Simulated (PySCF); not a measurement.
Ga(H)2(OH)(OH2), H₅GaO₂, singlet, PBE0/def2-SVP optimised geometry.

```
8

Ga    -0.30    -0.64     0.00
H      1.27    -0.64     0.00
H     -1.27    -1.77     0.49
O     -1.10     1.03     0.00
H     -0.54     1.77     0.23
O     -0.91    -0.43    -2.04
H     -1.24     0.44    -1.70
H     -1.70    -0.94    -2.27
```

Density from PBE0/def2-TZVP (PySCF) at that geometry.

Minimum of the electron density along straight lines between bonded atoms, close to the bond critical point (lines longer than 1.1 times the sum of covalent radii, or with two minima, are not listed):

```csv
bond,length / Å,ρ at the minimum / e bohr⁻³,∇²ρ there / e bohr⁻⁵,position (fraction from the first atom)
Ga1–H2,1.567,0.115,0.15,0.60
Ga1–H3,1.568,0.115,0.15,0.60
Ga1–O4,1.854,0.114,0.58,0.48
O4–H5,0.962,0.358,-2.39,0.80
O6–H7,0.993,0.323,-2.19,0.82
O6–H8,0.965,0.356,-2.45,0.81
```
